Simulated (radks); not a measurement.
Results of a calculation; reference values are marked as such.
Rh, configuration [Kr] 4d8 5s1. Level of theory: scalar-relativistic Kohn-Sham, exchange-only LDA, spin-polarised, spherical densities, finite nucleus; open shells are filled with parallel spins first (spin-orbit coupling, left out, can overturn this in heavy ions); Fermi nuclear charge, rms radius 4.4945 fm (a radial shooting solver on a logarithmic mesh with Libxc functionals).

Unscreened Slater integrals over Kohn-Sham orbitals (eV). They are taken over the spin-up orbitals.

| integral | value |
|---|---|
| F0(5s,5s) | 7.5234 |
| F0(5s,4d) | 9.2526 |
| G2(5s,4d) | 1.7716 |
| F0(5s,4p) | 9.6888 |
| G1(5s,4p) | 0.51125 |
| F0(5s,4s) | 9.7597 |
| G0(5s,4s) | 0.32638 |
| F0(4d,4d) | 15.535 |
| F2(4d,4d) | 7.4599 |
| F4(4d,4d) | 4.7893 |
| F0(4d,4p) | 18.245 |
| F2(4d,4p) | 8.5934 |
| G1(4d,4p) | 10.636 |
| G3(4d,4p) | 6.4335 |
| F0(4d,4s) | 18.821 |
| G2(4d,4s) | 7.6118 |
| F0(4p,4p) | 22.632 |
| F2(4p,4p) | 11.820 |
| F0(4p,4s) | 23.702 |
| G1(4p,4s) | 16.024 |
| F0(4s,4s) | 24.953 |

Derived for the open shells (J is the average intra-shell exchange parameter used in DFT+U). 4d: Racah B = F2/49 - 5 F4/441 = 0.09794 eV, C = 35 F4/441 = 0.3801 eV, C/B = 3.88, F4/F2 = 0.642, J = (F2 + F4)/14 = 0.8749 eV.
